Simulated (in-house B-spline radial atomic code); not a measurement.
**Ionising W4+ with different functionals**

Computed with a B-spline radial code for spherical atoms: scalar-relativistic (spin-free X2C) Hamiltonian, Fermi nucleus of rms radius 5.3658 fm, spin-polarised at highest spin, spherical fractional occupations for the functionals, and exact exchange of hybrids averaged over the configuration. The ionisation energy is the difference of two self-consistent energies, [Xe] 4f14 5d2 → [Xe] 4f14 5d1, without Breit or QED terms; ε is the level of the shell that loses the electron (its least bound occupied spin orbital). There is no spin-orbit coupling in this Hamiltonian.

```json
{"method": "PBE0", "rung": "global hybrid", "ΔSCF (eV)": "50.69", "-ε(5d) (eV)": "45.97"}
{"method": "B3LYP", "rung": "global hybrid", "ΔSCF (eV)": "50.75", "-ε(5d) (eV)": "45.63"}
{"method": "TPSSh", "rung": "global hybrid", "ΔSCF (eV)": "50.57", "-ε(5d) (eV)": "44.83"}
{"method": "BHandHLYP", "rung": "global hybrid", "ΔSCF (eV)": "50.56", "-ε(5d) (eV)": "47.50"}
{"method": "r2SCAN0", "rung": "global hybrid", "ΔSCF (eV)": "50.63", "-ε(5d) (eV)": "45.98"}
{"method": "B97-1", "rung": "global hybrid", "ΔSCF (eV)": "50.48", "-ε(5d) (eV)": "45.47"}
{"method": "HSE06", "rung": "range-separated hybrid", "ΔSCF (eV)": "50.65", "-ε(5d) (eV)": "45.52"}
{"method": "wB97X", "rung": "range-separated hybrid", "ΔSCF (eV)": "?", "-ε(5d) (eV)": "?"}
{"method": "CAM-B3LYP", "rung": "range-separated hybrid", "ΔSCF (eV)": "?", "-ε(5d) (eV)": "?"}
{"method": "LC-wPBE", "rung": "range-separated hybrid", "ΔSCF (eV)": "50.66", "-ε(5d) (eV)": "48.91"}
```

Problem. What does wB97X give?

Solution. ΔSCF 50.22 eV, and -ε(5d) = 48.17 eV.

Problem. What does CAM-B3LYP give?

Solution. ΔSCF 50.73 eV, and -ε(5d) = 47.45 eV.

Problem. Among the functionals, which spreads more, the ΔSCF values or the orbital energies?

Solution. The orbital energies: ΔSCF values span about 0.53 eV and the orbital energies 4.08 eV; here energy differences depend much less on the functional than eigenvalues do.

Problem. How do they compare with the NIST value?

Solution. NIST lists 51.6 eV ± 0.3 (semi-empirical, ground level to ground level). Errors run from -1.38 to -0.85 eV. The correlated functionals all miss on the same side by more than they spread, so the cause is common to them (spin-orbit coupling, Breit-QED terms, multiplet and fine-structure energies, or a listed next ion that isn't the cheapest removal here) and closeness doesn't rank the functionals.
